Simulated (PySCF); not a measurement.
## Ionisation energy of Sr(20+) by level of theory

Sr(20+) [Ar] (1S) → Sr(21+) [Ne] 3s2 3p5 (2P), as a difference of total energies. Computed with PySCF 2.14 in an uncontracted even-tempered set (18 s from 2.1 bohr⁻², ratio 2.5; 12 p from 2.7 bohr⁻², ratio 2.5; 5 d from 14 bohr⁻², ratio 2.7; 4 f from 21 bohr⁻², ratio 2.7), with scalar relativity by spin-free X2C-1e. Correlated levels: outer shells: 1s2 frozen; virtual orbitals above 40 to 60 times the deepest correlated orbital energy dropped. The calculations carry no spin-orbit coupling.

```
                method  ionisation energy (eV)
                   UHF                  936.48
    MP2 (outer shells)                  937.46
SCS-MP2 (outer shells)                  937.31
   CCSD (outer shells)                  937.32
CCSD(T) (outer shells)                  937.32
```

How much does correlation contribute at CCSD(T) (outer shells)?

937.32 − (936.48) = 0.84 eV, measured against UHF.

A first-order spin-orbit estimate (lowest level to lowest level, LS coupling) adds -4.576 eV.

Breit and QED terms and the two-electron picture change are absent.

For comparison: 932 ± 3 eV (semi-empirical (NIST evaluation); NIST Atomic Spectra Database, ionization energies).
